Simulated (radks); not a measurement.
Trend from La to Lu: ionisation energy by Delta-SCF between NIST ground configurations, and size. Method: scalar-relativistic Kohn-Sham, PBEsol, spin-polarised, spherical densities, point nucleus; open shells are filled with parallel spins first (spin-orbit coupling, left out, can overturn this in heavy ions); computed with a radial shooting solver on a logarithmic mesh with Libxc functionals.

| species | configuration | configuration of the ion | IE (eV) | NIST (eV) | kind | outermost | <r> outermost (bohr) |
|---|---|---|---|---|---|---|---|
| La | [Xe] 5d1 6s2 | [Xe] 5d2 | 5.582 | 5.577 | exp. | 6s | 4.46 |
| Ce | [Xe] 4f1 5d1 6s2 | [Xe] 4f1 5d2 | 5.708 | 5.539 | exp. | 6s | 4.40 |
| Pr | [Xe] 4f3 6s2 | [Xe] 4f3 6s1 | 5.398 | 5.470 | semi-emp. | 6s | 4.54 |
| Nd | [Xe] 4f4 6s2 | [Xe] 4f4 6s1 | 5.445 | 5.525 | exp. | 6s | 4.49 |
| Pm | [Xe] 4f5 6s2 | [Xe] 4f5 6s1 | 5.492 | 5.582 | exp. | 6s | 4.44 |
| Sm | [Xe] 4f6 6s2 | [Xe] 4f6 6s1 | 5.539 | 5.644 | exp. | 6s | 4.40 |
| Eu | [Xe] 4f7 6s2 | [Xe] 4f7 6s1 | 5.586 | 5.670 | exp. | 6s | 4.35 |
| Gd | [Xe] 4f7 5d1 6s2 | [Xe] 4f7 5d1 6s1 | 5.966 | 6.150 | exp. | 6s | 4.11 |
| Tb | [Xe] 4f9 6s2 | [Xe] 4f9 6s1 | 5.838 | 5.864 | exp. | 6s | 4.19 |
| Dy | [Xe] 4f10 6s2 | [Xe] 4f10 6s1 | 5.939 | 5.939 | exp. | 6s | 4.13 |
| Ho | [Xe] 4f11 6s2 | [Xe] 4f11 6s1 | 6.034 | 6.022 | exp. | 6s | 4.07 |
| Er | [Xe] 4f12 6s2 | [Xe] 4f12 6s1 | 6.125 | 6.108 | exp. | 6s | 4.01 |
| Tm | [Xe] 4f13 6s2 | [Xe] 4f13 6s1 | 6.214 | 6.184 | exp. | 6s | 3.96 |
| Yb | [Xe] 4f14 6s2 | [Xe] 4f14 6s1 | 6.302 | 6.254 | exp. | 6s | 3.91 |
| Lu | [Xe] 4f14 5d1 6s2 | [Xe] 4f14 6s2 | 5.420 | 5.426 | exp. | 6s | 3.67 |

Reference values: NIST Atomic Spectra Database (exp. = measured, semi-emp. = semi-empirical, theory = theoretical value adopted there). Open shells are spherical and high-spin; term and fine-structure splittings are not resolved. Spin-orbit splitting is averaged out at the scalar-relativistic level.
